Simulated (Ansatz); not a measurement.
Saddle point of SiNH$_{6}$ClO, singlet (SiNH₅O ([NH2][SiH2][OH]) + HCl → SiH₃ClO ([OH][SiH2][Cl]) + NH₃ (still joined by a long Si–N bond); bonds formed: Si1–Cl7, N2–H6; bonds broken: H6–Cl7; bonds weakened to dative contacts: Si1–N2), PBE0-D4/def2-TZVP structure:

```xyz
10
angstrom
Si -0.4739 0.2671 -0.5286
N 0.5120 -0.5157 0.8130
H 0.4424 1.0835 -1.3381
H -1.6581 0.8401 0.1153
O -1.0092 -1.0026 -1.4354
H 0.7714 0.4519 1.3375
Cl 0.6822 2.1914 1.4057
H 1.3452 -1.0028 0.4992
H -0.0283 -1.1376 1.4068
H -0.5835 -1.1754 -2.2753
```

Energies are electronic, without zero-point energy. Barriers and step energies count from the start structure reached by relaxing down the imaginary mode; all methods use the PBE0-D4 structures, on which another method's saddle can fall below an end. Ansatz 0.2.0; basis: def2-TZVPP, with def2-QZVPP for the basis limit; cores frozen in the correlated methods. B3LYP uses VWN-RPA correlation. Extrapolation: Hartree–Fock as exp(−7.88 √X), correlation as X^−2.97.

```
      method  barrier (eV)  step energy (eV)
       SPW92         0.090            -0.399
      PBE-D4         0.239            -0.334
     BLYP-D4         0.318            -0.211
   r2SCAN-D4         0.246            -0.368
      B97M-V         0.352            -0.421
     PBE0-D4             ?            -0.367
    B3LYP-D4         0.318            -0.246
  r2SCAN0-D4             ?            -0.386
    BHLYP-D4         0.322            -0.290
CAM-B3LYP-D4         0.328            -0.249
     wB97X-V             ?            -0.358
     wB97M-V         0.288            -0.393
      B2PLYP         0.357            -0.254
    PBE-QIDH         0.286            -0.382
  RPA on PBE         0.446            -0.307
          HF         0.454            -0.186
         MP2         0.351            -0.345
        CCSD         0.407            -0.307
     CCSD(T)         0.388            -0.325
```

Task: Fill in the withheld barriers. (An estimate is asked for; the value comes from the calculation.)

Result: The calculation gives: wB97X-V 0.311; PBE0-D4 0.249; r2SCAN0-D4 0.249 eV. Each is the energy of the saddle less that of the start structure, by the same method.

For comparison, the barrier by CCSD(T) at an estimated basis limit (MP2 extrapolated from triple and quadruple zeta, plus CCSD(T) − MP2 in triple zeta) is 0.298 eV.

The T1 diagnostic stays at or below 0.011.

Hydrogen chloride, the by-product of chloride precursors, can attack films and sites by steps of this kind.

Labels in which every atom is bracketed show which atoms are joined, not bond orders.

For scale, one of the runs: CCSD(T)/def2-TZVPP, 230 basis functions, launched by `ansatz run in.yaml --threads 4 --pin off --events-out ev --progress --plain --max-ram 9574MiB`. The run took 64 s on 4 CPU threads of an Arm Neoverse V2 (shared host), with 3.8 GiB of host memory at its peak.
